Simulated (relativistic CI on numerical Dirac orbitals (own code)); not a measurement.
# Pm II: what numerical and physical settings do to a radial Dirac CI calculation

Reference input:

```
atom Pm  Z=61  charge=1  electrons=60
nucleus A=145  rms_radius_fm=4.9620
hamiltonian dirac-coulomb  breit=on  qed=on  c_scale=1
orbitals kli  potential=per-configuration
slater_scale 1
correlation none
mixing on
grid step=0.0125 r_max=129.7
scf mixing=0.4 start=green max_iterations=150 tolerance=2e-08 node_fill=0.05
configurations
  [Xe] 4f5 6s
end
```

Computed lowest total energy -10007.44038 Ha, first excitation 501.9 cm⁻¹, 17 SCF steps. Runs with settings changed; * marks those that are bad on purpose:

```
                                                     Changed        Outcome  Lowest level   ΔE (Ha)  First excitation (cm⁻¹)  SCF steps                                                                       Message
                               end of the grid at 389.1 bohr      converged  4f5 6s 7H°_2  1.82e-12                    501.9         17                                                                              
                                              SCF mixing 0.7      converged  4f5 6s 7H°_2  5.53e-09                    501.9         24                                                                              
                                    nuclear radius 5.4582 fm      converged  4f5 6s 7H°_2     0.108                    501.9         17                                                                              
start potential thomas-fermi, QED terms off, SCF mixing 0.05  not converged                                                         150  SCF of 1s2 2s2 2p6 3s2 3p6 3d10 4s2 4p6 4d10 4f5 5s2 5p6 6s did not converge
                                                  charge 2 *        refused                                                           0                    configuration [Xe] 4f5 6s has 60 electrons, the ion has 59
                                            grid step 0.08 *      converged  4f5 6s 7H°_2   0.00308                    501.7         14
```

With so few configurations and no correlation, terms lie too far apart (by 10 to 50 % near neutrality), their order can be wrong, and levels of other configurations are missing.
